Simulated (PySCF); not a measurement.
P (SMILES [P-]), charge -1, triplet (in this run its highest filled SCF level lies above zero, so its values depend strongly on the basis, on diffuse functions most of all); MP2/6-31G (PySCF).

The PySCF input:
```python
from pyscf import gto, scf, mp

mol = gto.Mole()
mol.atom = '''
    P     0.000000    0.000000    0.000000
'''
mol.basis = '6-31g'
mol.charge = -1
mol.spin = 2
mol.verbose = 4
mol.build()

mf = scf.UHF(mol)
mf.kernel()

pt = mp.MP2(mf, frozen=5)
pt.kernel()
print('E(MP2) = %.10f' % pt.e_tot)
```

**Question.** What does PySCF print? Leave out banner, timings and long lists.

**Answer.** 
```
PySCF version 2.14.0

[INPUT] verbose = 4
[INPUT] num. atoms = 1
[INPUT] num. electrons = 16
[INPUT] charge = -1
[INPUT] spin (= nelec alpha-beta = 2S) = 2
[INPUT] symmetry False subgroup None
[INPUT] Mole.unit = angstrom
[INPUT] Symbol           X                Y                Z      unit          X                Y                Z       unit  Magmom
[INPUT]  1 P      0.000000000000   0.000000000000   0.000000000000 AA    0.000000000000   0.000000000000   0.000000000000 Bohr   0.0

nuclear repulsion = 0
number of shells = 7
number of NR pGTOs = 46
number of NR cGTOs = 13
basis = 6-31g
ecp = {}

******** <class 'pyscf.scf.uhf.UHF'> ********
method = UHF
initial guess = minao
damping factor = 0
level_shift factor = 0
DIIS = <class 'pyscf.scf.diis.CDIIS'>
diis_start_cycle = 1
diis_space = 8
diis_damp = 0
SCF conv_tol = 1e-09
SCF conv_tol_grad = None
SCF max_cycles = 50
direct_scf = True
direct_scf_tol = 1e-13
number electrons alpha = 9  beta = 7
Set gradient conv threshold to 3.16228e-05
init E= -340.320641488793

cycle= 1 E= -340.646529859147  delta_E= -0.326  |g|= 0.0856  |ddm|= 0.866
cycle= 2 E= -340.654028595848  delta_E= -0.0075  |g|= 0.0165  |ddm|= 0.246
cycle= 3 E= -340.65424400453  delta_E= -0.000215  |g|= 0.00424  |ddm|= 0.0297
cycle= 4 E= -340.654280489018  delta_E= -3.65e-05  |g|= 0.00176  |ddm|= 0.0144
cycle= 5 E= -340.654288854584  delta_E= -8.37e-06  |g|= 0.000511  |ddm|= 0.00888
cycle= 6 E= -340.654289544273  delta_E= -6.9e-07  |g|= 5.86e-05  |ddm|= 0.00321
cycle= 7 E= -340.654289552629  delta_E= -8.36e-09  |g|= 1.07e-05  |ddm|= 0.000263
cycle= 8 E= -340.654289552899  delta_E= -2.7e-10  |g|= 4.66e-07  |ddm|= 5.41e-05
Extra cycle  E= -340.654289552899  delta_E= -1.71e-13  |g|= 1.53e-07  |ddm|= 1.15e-06
converged SCF energy = -340.654289552899  <S^2> = 2.0009048  2S+1 = 3.0006031

******** <class 'pyscf.mp.ump2.UMP2'> ********
nocc = (np.int64(4), np.int64(2)), nmo = (8, 8)
frozen orbitals 5
E(UMP2) = -340.675753781029  E_corr = -0.0214642281302569
E(SCS-UMP2) = -340.675617729961  E_corr = -0.0213281770618002
E_corr(same-spin) = -0.00511026541674004
E_corr(oppo-spin) = -0.0163539627135168
E(MP2) = -340.6757537810
```
